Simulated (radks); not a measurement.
Effect of the nuclear size on the scandium ion Sc2+, [Ar] 3d1. Method: Dirac Kohn-Sham, BLYP, spin-unpolarised, spherical densities, finite nucleus; open shells fill j = l - 1/2 first; Fermi nuclear charge, rms radius 3.5459 fm; computed with a radial shooting solver on a logarithmic mesh with Libxc functionals. The rms radius is varied about that value; shifts are against it.

| rms radius (fm) | total energy shift (eV) | density at nucleus (e/bohr^3) | 1s1/2 shift (meV) | 2s1/2 shift (meV) | 3s1/2 shift (meV) |
|---|---|---|---|---|---|
| 3.0849 | -0.00944 | 7288 | -3.99 | -0.327 | -0.043 |
| 3.2693 | -0.00582 | 7276 | -2.46 | -0.201 | -0.027 |
| 3.5459 | 0 | 7259 | 0.000 | 0.000 | 0.000 |
| 3.8828 | 0.00771 | 7241 | 3.26 | 0.267 | 0.035 |
| 4.2161 | 0.0160 | 7224 | 6.76 | 0.553 | 0.073 |

Slopes of the eigenvalues against <r^2> in GHz/fm^2, as finite differences over the two radii next to the reference (eigenvalue slopes, not the field-shift constants of lines): 1s1/2 315, 2s1/2 25.8, 3s1/2 3.41.
